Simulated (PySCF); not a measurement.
CH6GeO2Si, SMILES [CH3][GeH]1[O][SiH2][O]1. Atoms are numbered in the order given.

```xyz
11

C     -1.9784     1.0755    -0.2802
Ge    -0.6447    -0.1925     0.2919
O      0.4114    -0.8119    -1.0542
Si     1.7705    -0.0685    -0.3801
O      0.8865     0.5725     0.9091
H     -2.4333     1.5625     0.5947
H     -1.5109     1.8372    -0.9186
H     -2.7672     0.5595    -0.8469
H     -1.1473    -1.3198     1.2084
H      2.3685     0.9751    -1.2608
H      2.8218    -1.0345     0.0467
```
Charge 0, spin multiplicity 1.

Geometry: PBE0-D3(BJ)/def2-SVP. The structure was generated by enumeration, and PubChem lists no compound with its InChIKey, so it may never have been made.

Calculation: TDA-PBE0/def2-SVPD (PySCF).

Vertical excitations. Gas-phase values at a fixed geometry.

Q: List the lowest excited states. (Estimate from the structure and the level; the computed values follow.)

A: 
```tsv
state	energy (eV)	λ (nm)	f	main pairs
S1	6.23	199	0.000	HOMO→LUMO 98 %
S2	6.81	182	0.009	HOMO−1→LUMO 99 %
S3	6.91	179	0.016	HOMO−2→LUMO 97 %
S4	7.46	166	0.003	HOMO→LUMO+1 57 %, HOMO→LUMO+3 27 %, HOMO→LUMO+2 13 %
S5	7.71	161	0.001	HOMO−3→LUMO 52 %, HOMO→LUMO+4 46 %
S6	7.80	159	0.053	HOMO→LUMO+3 53 %, HOMO→LUMO+1 38 %
S7	7.92	157	0.167	HOMO→LUMO+2 79 %, HOMO→LUMO+3 15 %
S8	8.03	154	0.002	HOMO−4→LUMO 54 %, HOMO−3→LUMO 17 %, HOMO→LUMO+4 14 %
S9	8.09	153	0.051	HOMO−1→LUMO+1 66 %, HOMO−1→LUMO+3 16 %
S10	8.11	153	0.002	HOMO−2→LUMO+1 44 %, HOMO−2→LUMO+3 35 %, HOMO−4→LUMO 12 %
T1	5.94	209	0	HOMO→LUMO 96 %
T2	6.57	189	0	HOMO−1→LUMO 94 %
T3	6.61	188	0	HOMO−2→LUMO 82 %
T4	7.18	173	0	HOMO−3→LUMO 50 %, HOMO→LUMO+4 41 %
```
Triplets are in the Tamm–Dancoff approximation.
